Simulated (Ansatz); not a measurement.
`Cl[Si](Cl)(Cl)[TeH]` + `PS` → `S[Si](Cl)(Cl)Cl` + `P[TeH]` at 600 K and 1 bar (redistribution).

Gas-phase electronic energies from Ansatz, PBE0-D4/def2-TZVP geometries. CCSD(T)/CBS is the MP2 limit (def2-TZVPP, def2-QZVPP) plus CCSD(T) − MP2 in def2-TZVPP, frozen cores. This one scheme is used for every species. Elements past krypton have def2 core potentials. For Te outer-core shells are correlated without core-valence functions, which leaves a few kJ/mol of doubt a bond. Each species was taken in one conformer, which may not be the lowest.

```csv
species,CCSD(T)/CBS energy (Eh),H − E (kJ/mol),S (J/(mol·K))
`Cl[Si](Cl)(Cl)[TeH]`,-1936.91665,91.5,470.7
`PS`,-740.51379,103.4,311.3
`S[Si](Cl)(Cl)Cl`,-2066.97878,95.8,443.1
`P[TeH]`,-610.46278,98.4,337.9
```

H − E and S are ideal-gas, rigid-rotor, harmonic terms from PBE0-D4/def2-TZVP, for one conformer and one mirror image of each species. 1 Eh = 2625.50 kJ/mol, R = 8.31446 J/(mol·K).

By hand: ΔE, ΔH, ΔS and ΔG.

ΔE = (-2066.97878) + (-610.46278) − (-1936.91665) − (-740.51379) = -0.01112 Eh = -29.2 kJ/mol. Δ(H − E) = 95.8 + 98.4 − 91.5 − 103.4 = -0.7, so ΔH = -29.9 kJ/mol. ΔS = 443.1 + 337.9 − 470.7 − 311.3 = -1.0 J/(mol·K). ΔG = -29.9 − 600 × (-1.0)/1000 = -29.3 kJ/mol.

By hand: the equilibrium constant, and the temperature at which ΔG would vanish if ΔH and ΔS stayed fixed.

log₁₀ K = −ΔG/(RT ln 10) = 2.6. ΔG = 0 at ΔH/ΔS = 29900 K, far beyond where these terms or the molecules hold.

The number of gas molecules stays the same, so ΔS is small and ΔH decides. A doubt of 5 kJ/mol in ΔE shifts log₁₀ K by 0.4 here. Other conformers and mirror images would add mixing entropy, several J/(mol·K) or more a flexible species. These are equilibria of isolated gas molecules and say nothing of rates. Largest T1 diagnostic: 0.012 (customary marks: 0.02 for closed shells, 0.045 for open ones).
